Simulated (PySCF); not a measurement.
Species: C7H9FNP.
Bonds: F1–C2, C2–C3, C3–P4, P4–N5, N5–C6 (aromatic), C6–C7 (aromatic), C7–C8 (aromatic), C8–C9 (aromatic), P4–C10, C2–C10, N5–C9 (aromatic). Hydrogens: H11 on C2; H12, H13 on C3; H14 on C6; H15 on C7; H16 on C8; H17 on C9; H18, H19 on C10.

Definitions: NICS(0) = −σiso at the ring centroid; NICS(1) = −σiso and NICS(1)zz = −σzz at ±1 Å along the ring normal z. Level: GIAO PBE/pcSseg-1 (PySCF, non-relativistic, gas phase) on the PBE0-D3(BJ)/def2-SVP geometry, one conformer.

Rings: 1. C2–C3–P4–C10; 2. N5–C6–C7–C8–C9.

| set | NICS(0) | NICS(1), two faces | NICS(1)zz, two faces |
| --- | --- | --- | --- |
| P | 1.1 | 1.6 / -2.6 | 6.4 / -1.4 |
| Q | -12.1 | -10.3 / -10.3 | -26.8 / -26.8 |

Which set (ppm) belongs to which ring?

P = 1, Q = 2.
- 1 (4-membered ring with P; formal bonds all single): mean NICS(1)zz 2.5 ppm, near zero. C2, C3, C10 have four or more neighbours; no verdict on aromaticity is drawn.
- 2 (5-membered ring with N; formal bonds all aromatic): mean NICS(1)zz -26.8 ppm, shielded. The ring is flat and has no four-coordinate atom; by the NICS criterion it is aromatic.

How do the rings differ in shape?

```tsv
ring	bond lengths (Å)	rms pucker (Å)	HOMA	nearest outside atom to a NICS(1) probe (Å)
1	1.532, 1.878, 1.879, 1.533	0.07	–	hydrogen 1.62
2	1.381, 1.374, 1.425, 1.374, 1.380	0.00	0.83	hydrogen 2.47
```

HOMA = 1 − mean of α(R − Ropt)² over the ring bonds, with Krygowski's 1993 parameters (CC: Ropt 1.388 Å, α 257.7 Å⁻²; CN: Ropt 1.334 Å, α 93.52 Å⁻²). A dash marks a ring with a four-coordinate atom, a triple bond, no multiple bond or a kind of bond without parameters.

Shape of the structure used: `[F:1][CH:2]1[CH2:3][P:4]([n:5]2[cH:6][cH:7][cH:8][cH:9]2)[CH2:10]1`: C3–P4–N5–C6 140°.
